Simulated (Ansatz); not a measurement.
mer-CoF3(H2O)3 (CoO3F3H6). Total charge 0; quintet. Geometry r2SCAN-D4/def2-SVP.

```csv
atom,x (Å),y (Å),z (Å)
Co1,0.123,0.014,-0.129
F2,0.783,0.787,1.348
F3,-1.114,-0.768,-1.185
F4,1.714,-0.559,-0.929
O5,-1.722,0.770,0.771
H6,-1.604,0.637,1.723
H7,-2.372,0.120,0.464
O8,0.654,1.778,-1.172
H9,1.454,1.296,-1.474
H10,0.967,2.304,-0.416
O11,0.259,-1.988,0.699
H12,1.155,-2.015,0.300
H13,-0.297,-2.376,0.000
```

The name describes the singlet; other states may take another shape. The order of the spin states hangs on the level: the singlet lies 0.14 eV below the quintet at PBE-D4/def2-TZVP, but 5.94 eV above it at HF/STO-3G.

Q: Estimate the α-spin orbital energies around the gap (eV) in Ansatz with HF/STO-3G, PBE-D4/def2-TZVP, revPBE-D4/def2-TZVP, PBE0-D4/def2-TZVP, BHLYP-D4/def2-TZVP.

A: 
```csv
orbital,HF/STO-3G,PBE-D4/def2-TZVP,revPBE-D4/def2-TZVP,PBE0-D4/def2-TZVP,BHLYP-D4/def2-TZVP
HOMO−9,-13.19,-9.48,-9.39,-11.69,-13.75
HOMO−8,-9.76,-8.98,-8.88,-11.42,-13.54
HOMO−7,-9.52,-8.35,-8.25,-10.50,-12.66
HOMO−6,-9.04,-8.22,-8.11,-10.42,-12.60
HOMO−5,-8.57,-8.09,-8.00,-10.38,-12.48
HOMO−4,-8.14,-8.03,-7.94,-10.37,-12.38
HOMO−3,-8.13,-7.62,-7.53,-10.08,-12.16
HOMO−2,-7.90,-7.57,-7.48,-9.96,-11.95
HOMO−1,-7.69,-6.76,-6.70,-9.49,-11.73
HOMO,-6.90,-6.24,-6.16,-9.14,-11.59
LUMO,10.38,-0.92,-0.79,-0.09,0.49
LUMO+1,11.97,0.08,0.18,0.98,1.60
LUMO+2,13.35,0.33,0.45,1.27,1.90
LUMO+3,15.62,1.50,1.57,2.41,3.01
LUMO+4,16.59,1.98,2.06,2.94,3.60
LUMO+5,17.39,2.35,2.43,3.32,3.98
β HOMO,-7.77,-6.21,-6.13,-9.43,-11.57
β LUMO,10.16,-5.54,-5.40,-4.22,-2.56
```
